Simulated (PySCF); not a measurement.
# Nb²²⁺: fine-structure interval

Nb²²⁺ [Ar] 3d1 [3d3/2^1, M_J = 3/2] → Nb²²⁺ [Ar] 3d1 [3d5/2^1, M_J = 5/2], as a difference of total energies. Calculation: PySCF 2.14, in an uncontracted even-tempered set (16 s from 2.7 bohr⁻², ratio 2.8; 12 p from 3.5 bohr⁻², ratio 2.8; 8 d from 3.5 bohr⁻², ratio 2.8; 3 f from 11 bohr⁻², ratio 3); the two-component X2C-1e Hamiltonian. Correlated levels: [Ne] frozen; the 74 highest virtual spinors dropped. "Screened" scales the spin-orbit matrix elements by Boettger's factors to mimic the two-electron term; Breit and QED terms are absent.

| method | fine-structure interval (cm⁻¹) |
| --- | --- |
| GHF (screened spin-orbit) | 32857 |
| GMP2 (screened spin-orbit) | 32683 |
| GHF (bare spin-orbit) | 43457 |
